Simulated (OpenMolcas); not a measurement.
Au2+ (d9) among equal point charges was computed by CASSCF with the d shell active (OpenMolcas, ANO-RCC-VDZP on the metal). Its lowest spin-free states, and all those of the highest spin:

```tsv
2S+1	Degeneracy	E (cm-1)
2	2	0.0
2	3	6207
```

Problem. Is the site octahedral, tetrahedral or cube-like, axial, or of lower symmetry?

Solution. The states with 2S+1 = 2 have orbital degeneracies 2, 3. Threefold states need a cubic site. For d9 at this spin an octahedron puts the twofold E below the threefold T2 and a tetrahedron or cube puts the threefold T2 below the twofold E, so the site is octahedral. The first gap at this spin, 6210 cm-1, is |10Dq| in ligand-field theory. The run had Au2+ among 6 point charges of -1 e arranged as an octahedron (Oh), 1.97 Å from the ion.

An orbital doublet at a regular site is open to a Jahn-Teller distortion, which this geometry leaves out. Point charges carry no covalency, so the field is a model and not that of real ligands. No measured value stands beside these numbers.
